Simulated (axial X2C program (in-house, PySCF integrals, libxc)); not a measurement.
# Spin–orbit effects down a group: molecules with H (ions), CCSD(T)

All values come from calculations with an in-house relativistic program for diatomic molecules, spin-free (one-electron X2C) or two-component (2c: spin–orbit coupling with atomic mean-field Coulomb and Gaunt terms, which also bring small scalar terms), in Dyall basis sets with cores contracted in-house; open shells are unrestricted.

Basis sets: Cs dyall-cv3z, H dyall-v3z, K dyall-cv3z, Li dyall-cv3z, Na dyall-cv3z, Rb dyall-cv3z. Frozen shells (counts by l): LiH⁺ Li 1s, H none, 1 electrons correlated; NaH⁺ Na 1s, H none, 9 electrons correlated; KH⁺ K 2s1p, H none, 9 electrons correlated; RbH⁺ Rb 3s2p1d, H none, 9 electrons correlated; CsH⁺ Cs 4s3p2d, H none, 9 electrons correlated. Coupled cluster in natural virtuals with an MP2 remainder. Where the outer core of a metal is frozen, bonds come out longer and ionisation energies lower. Frozen cores can differ along the series, which adds to the trend.

| molecule | spin-free state | Re (Å) | ωe (cm⁻¹) | De (eV) | 2c state | Re 2c (Å) | ωe 2c (cm⁻¹) | De 2c (eV) |
| --- | --- | --- | --- | --- | --- | --- | --- | --- |
| LiH⁺ | M_S = 1/2, Λ = 0 | 2.219 | 422.4 | 0.13 | Ω = 1/2 | 2.219 | 422.4 | 0.13 |
| NaH⁺ | ? | ? | ? | ? | ? | ? | ? | ? |
| KH⁺ | M_S = 1/2, Λ = 0 | 3.057 | 223.0 | 0.04 | Ω = 1/2 | 3.058 | 223.0 | 0.04 |
| RbH⁺ | M_S = 1/2, Λ = 0 | 3.250 | 196.4 | 0.03 | Ω = 1/2 | 3.250 | 196.4 | 0.03 |
| CsH⁺ | M_S = 1/2, Λ = 0 | 3.492 | 171.4 | 0.03 | Ω = 1/2 | 3.492 | 171.3 | 0.03 |

Task: Estimate the 2c Re and ωe of NaH⁺ as the mean of its neighbours in the table.

Result: Re ≈ 2.638 Å, ωe ≈ 322.7 cm⁻¹. The CCSD(T) runs give the row below, so the estimate misses by 0.052 Å and 13.6 cm⁻¹.

```
molecule   spin-free state  Re (Å)  ωe (cm⁻¹)  De (eV)  2c state  Re 2c (Å)  ωe 2c (cm⁻¹)  De 2c (eV)
    NaH⁺  M_S = 1/2, Λ = 0   2.586      309.1     0.07   Ω = 1/2      2.586         309.1        0.07
```

Fragments in 2c: Li+ + H, Na+ + H, K+ + H, Rb+ + H, Cs+ + H. Each entry is the lowest single determinant of a limited PBE0 search at one distance. De goes to single-determinant-based atoms at the same level (for ions the charge split of lowest energy) and is withheld (n/a) where an atom does not fit its ground term or J level. Main or longest-lived isotopes.
